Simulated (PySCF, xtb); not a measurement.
C₃H₅O, SMILES [CH]=C(C)O, multiplicity 2. Other conformers were not sampled.

Harmonic wavenumbers (cm⁻¹) from xtb 6.7.1 with GFN2-xTB at its own minimum, in rising order: 104, 357, 385, 421, 451, 589, 683, 889, 995, 1032, 1134, 1197, 1382, 1455, 1464, 1727, 3023, 3033, 3069, 3223, 3540.

Q: What does B3LYP-D3(BJ)/def2-SVP (PySCF) give at its own minimum? (An estimate is asked for; the answer gives what the named calculation found.)

A: 181, 393, 432, 443, 496, 559, 758, 904, 1005, 1047, 1186, 1308, 1393, 1444, 1447, 1708, 3032, 3103, 3158, 3274, 3802. Paired by order, the mean absolute difference is 51 cm⁻¹ and the zero-point energies are 43.1 and 44.4 kcal/mol.
